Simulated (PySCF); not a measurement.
**Computed properties of Si(Cl)(OH)(NH2)2 (ClH5N2OSi), SMILES [Si](N)(N)(Cl)O**

Si(Cl)(OH)(NH2)2 (ClH5N2OSi), SMILES [Si](N)(Cl)(N)O. Coordinates come from a PBE0-D3(BJ)/def2-SVP optimisation. This is a generated structure with no PubChem entry under its InChIKey; it may be hypothetical. Other conformers were not sampled. All values are computed for the isolated molecule unless a solvent is named; none is compared with measurement here.

**Structure.** All 24 harmonic modes at PBE0-D3(BJ)/def2-SVP (PySCF) are real, so it is a minimum. With heavy atoms numbered as in [NH2:1][Si:2]([NH2:3])([OH:4])[Cl:5], the shortest bond between them is Si2–O4 at 1.658 Å and the longest Si2–Cl5 at 2.093 Å.

**Vibrations.** The strongest infrared lines (harmonic, unscaled, degenerate partners summed) lie at 856 cm⁻¹ (266 km/mol, H 57 %, N 15 %, O 15 %, Si 13 %), 387 cm⁻¹ (203 km/mol, H 69 %, N 25 %), 977 cm⁻¹ (197 km/mol, Si 49 %, O 20 %, N 18 %, H 13 %). The softest mode is at 159 cm⁻¹ and the zero-point energy is 43.5 kcal/mol.

**Electronic structure.** B3LYP/def2-TZVP (PySCF) places the frontier levels at -7.50 and 0.31 eV, a gap of 7.81 eV, and gives a dipole moment of 1.22 D and a mean polarisability of 52.6 bohr³. PBE/def2-TZVP (PySCF) at the same geometry gives -6.25 and -0.18 eV, so its gap is 1.74 eV narrower. An orbital gap is neither the optical nor the fundamental gap.

**Excitations.** TDDFT-CAM-B3LYP/def2-SVPD (PySCF) has S1 at 6.90 eV (180 nm, f = 0.029, weak); the most intense of the 10 singlets computed lies at 8.27 eV (f = 0.07). T1 (TDA) is at 6.56 eV. TDDFT-PBE/def2-SVPD (PySCF) puts S1 at 5.78 eV. No vertical singlet excitation falls in the visible range (under 3.1 eV).

**NMR.** GIAO shifts at PBE0/pcSseg-1 (PySCF) (non-relativistic, atoms alike by connectivity averaged): ¹H from 1.2 to 1.9 ppm against TMS; ²⁹Si at -32.5 ppm against TMS. Without spin–orbit terms, shifts of atoms bonded to Cl or Br come out too high.
